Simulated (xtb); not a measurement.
C$_{6}$H$_{15}$B, charge -1, doublet, geometry from GFN2-xTB (a state made from the parent by changing its charge; the spin is typed, not shown lowest); GFN-FF (xtb).

The xtb input:
```
$ xtb mol.xyz --gfnff --chrg -1 --uhf 1 --json

# file mol.xyz
22

B     -0.19978137    -0.26170281    -0.08144368
C      0.98735513     0.43979404    -0.96543347
C      1.89190619    -0.54739139    -1.72856220
H      1.65434692     1.04917240    -0.33415062
H      0.57458635     1.12709762    -1.71980173
H      1.29774661    -1.14502908    -2.42080795
H      2.37706642    -1.23211878    -1.03268588
H      2.67831123    -0.04343655    -2.30848115
C     -1.71978599     0.05363465    -0.58527780
C     -2.19850390     1.49923033    -0.31907725
H     -2.45331234    -0.61083677    -0.10260282
H     -1.82698516    -0.11985892    -1.66651244
H     -1.53619505     2.20851611    -0.81452781
H     -2.17200957     1.70806842     0.74972602
H     -3.22205742     1.68573466    -0.67607508
C      0.01094867    -0.19021484     1.54064112
C      1.06543758    -1.16737008     2.08239078
H     -0.93188535    -0.40343435     2.06420289
H      0.32048244     0.81657722     1.88459293
H      2.03108834    -0.96853106     1.61847153
H      0.78850969    -2.19579978     1.84644326
H      1.19506770    -1.09370347     3.17134023
```

It wrote (shortened):

```
   ID    Z sym.   atoms
    1    5 B      1
    2    6 C      2, 3, 9, 10, 16, 17
    3    1 H      4-8, 11-15, 18-22

           -------------------------------------------------
          |                Calculation Setup                |
           -------------------------------------------------

          ==================== Thresholds ====================
          CN  :   150.00000
          rep :   500.00000
          disp:  2500.00000
          HB1 :   250.00000
          HB2 :   450.00000

          Pauling EN used:
          Z : 1  EN :  2.20
          Z : 5  EN :  2.04
          Z : 6  EN :  2.55
          electric field strengths (au): 0.000

           -------------------------------------------------
          |           Force Field Initialization            |
           -------------------------------------------------

          distances ...
          ----------------------------------------
          generating topology and atomic info file ...
          pair mat ...
          computing topology distances matrix with Floyd-Warshall algo ...
          making topology EEQ charges ...
          #fragments for EEQ constrain: 1
          ----------------------------------------
          generating topology and atomic info file ...
          pair mat ...
          computing topology distances matrix with Floyd-Warshall algo ...
          making topology EEQ charges ...
          #fragments for EEQ constrain: 1
          rings ...
          # BATM   180
          # H in HB   0
          doing iterative Hueckel for 1 subsystem(s) ...

  atom   neighbors  erfCN metchar sp-hybrid imet pi  qest     coordinates
    1  B       3    2.74   0.02         2    0    0  -0.145   -0.377532   -0.494547   -0.153906
    2  C       4    3.47   0.00         3    0    0  -0.009    1.865831    0.831090   -1.824405
    3  C       4    3.48   0.00         3    0    0  -0.039    3.575185   -1.034420   -3.266509
    4  H       1    0.97   0.01         0    0    0  -0.044    3.126263    1.982648   -0.631453
    5  H       1    0.97   0.01         0    0    0  -0.044    1.085811    2.129906   -3.249954
    6  H       1    0.97   0.00         0    0    0  -0.050    2.452386   -2.163791   -4.574664
    7  H       1    0.97   0.00         0    0    0  -0.050    4.492005   -2.328367   -1.951493
    8  H       1    0.97   0.01         0    0    0  -0.050    5.061275   -0.082083   -4.362397
    9  C       4    3.47   0.00         3    0    0  -0.009   -3.249925    0.101355   -1.106015
   10  C       4    3.48   0.00         3    0    0  -0.039   -4.154570    2.833135   -0.602969
   11  H       1    0.97   0.01         0    0    0  -0.044   -4.636088   -1.154314   -0.193891
   12  H       1    0.97   0.01         0    0    0  -0.044   -3.452502   -0.226501   -3.149252
   13  H       1    0.97   0.00         0    0    0  -0.050   -2.902988    4.173491   -1.539234
   14  H       1    0.97   0.00         0    0    0  -0.050   -4.104503    3.227782    1.416777
   15  H       1    0.97   0.01         0    0    0  -0.050   -6.088806    3.185577   -1.277597
   16  C       4    3.47   0.00         3    0    0  -0.009    0.020690   -0.359454    2.911390
   17  C       4    3.48   0.00         3    0    0  -0.039    2.013385   -2.206010    3.935148
   18  H       1    0.97   0.01         0    0    0  -0.044   -1.761008   -0.762380    3.900778
   19  H       1    0.97   0.01         0    0    0  -0.044    0.605624    1.543107    3.561364
   20  H       1    0.97   0.00         0    0    0  -0.050    3.838201   -1.830258    3.058468
   21  H       1    0.97   0.00         0    0    0  -0.050    1.490067   -4.149460    3.489272
   22  H       1    0.97   0.01         0    0    0  -0.050    2.258351   -2.066800    5.992964

          #atoms :   22
          #bonds :   21
          #angl  :   39
          #tors  :   45
          #nmol  :   1
          #optfrag :   1
           -------------------------------------------------
          |                   G F N - F F                   |
          |          A general generic force-field          |
          |                  Version 1.0.3                  |
           -------------------------------------------------
          Number of HB bonds (bound hydrogen)     0
          Number of HB bonds (unbound hydrogen)   0
          Number of XB bonds                      0

         :::::::::::::::::::::::::::::::::::::::::::::::::::::
         ::                     SUMMARY                     ::
         :::::::::::::::::::::::::::::::::::::::::::::::::::::
         :: total energy              -4.079479860281 Eh    ::
         :: gradient norm              0.049763673688 Eh/a0 ::
         ::.................................................::
         :: bond energy               -3.090776224081 Eh    ::
         :: angle energy               0.002413585636 Eh    ::
         :: torsion energy             0.001259955586 Eh    ::
         :: repulsion energy           0.145656484768 Eh    ::
         :: electrostat energy        -1.124198153008 Eh    ::
         :: dispersion energy         -0.013290621488 Eh    ::
         :: HB energy                  0.000000000000 Eh    ::
         :: XB energy                  0.000000000000 Eh    ::
         :: bonded atm energy         -0.000544887694 Eh    ::
         :: external energy            0.000000000000 Eh    ::
         :: add. restraining           0.000000000000 Eh    ::
         :: total charge              -1.000000000000 e     ::
         :::::::::::::::::::::::::::::::::::::::::::::::::::::

           -------------------------------------------------
          |                Property Printout                |
           -------------------------------------------------

molecular dipole:
                 x           y           z       tot (Debye)
 q only:       -0.027       0.071       0.020       0.200

           -------------------------------------------------
          | TOTAL ENERGY               -4.079479860281 Eh   |
          | GRADIENT NORM               0.049763673688 Eh/α |
           -------------------------------------------------
########################################################################
[WARNING] Runtime exception occurred
-1- gfnff_setup: Could not read topology file.
########################################################################

normal termination of xtb
```
